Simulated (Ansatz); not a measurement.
C2H10BNSi, SMILES `CBN(C)[SiH3]`. Charge 0, multiplicity 1. The geometry is a stationary point of PBE0-D4/def2-TZVP. It is one conformer, not always the lowest.

```xyz
15

C    -0.949    0.237   -2.021
B    -0.193   -0.573   -0.911
N     0.186   -0.088    0.354
C    -0.074    1.267    0.824
Si    1.021   -1.105    1.503
H    -0.367    0.210   -2.949
H    -1.183    1.280   -1.802
H    -1.889   -0.274   -2.258
H     0.097   -1.718   -1.140
H    -0.715    1.259    1.712
H     0.857    1.776    1.092
H    -0.571    1.856    0.055
H     1.238   -2.447    0.922
H     2.323   -0.478    1.864
H     0.218   -1.203    2.754
```

**Question.** What is the dipole moment at ωB97M-V/def2-TZVPP? (Best estimate.)

**Answer.** Ansatz gave: 1.22 D, with components (-0.18, 1.11, 0.47) D in this frame, pointing from negative to positive charge.

**Question.** And with PBE, r2SCAN, B3LYP? (Best estimate.)

**Answer.** Computed: PBE 1.27 D, r2SCAN 1.25 D, B3LYP 1.21 D.

**Question.** Give the Mulliken charges with ωB97M-V, B3LYP, PBE in def2-TZVPP. (Best estimate.)

**Answer.** Computed: 
| atom | ωB97M-V | B3LYP | PBE |
| --- | --- | --- | --- |
| C1 | -0.36 | -0.32 | -0.34 |
| B2 | -0.02 | 0.00 | -0.03 |
| N3 | -0.19 | -0.15 | -0.05 |
| C4 | -0.28 | -0.22 | -0.22 |
| Si5 | 0.21 | 0.32 | 0.24 |
| H6 | 0.11 | 0.09 | 0.10 |
| H7 | 0.09 | 0.07 | 0.07 |
| H8 | 0.11 | 0.09 | 0.10 |
| H9 | 0.04 | 0.00 | -0.02 |
| H10 | 0.13 | 0.11 | 0.11 |
| H11 | 0.13 | 0.11 | 0.11 |
| H12 | 0.11 | 0.09 | 0.08 |
| H13 | -0.01 | -0.06 | -0.04 |
| H14 | -0.03 | -0.07 | -0.06 |
| H15 | -0.03 | -0.07 | -0.06 |

B3LYP here is the variant with VWN-RPA as its local correlation; programs differ in this.
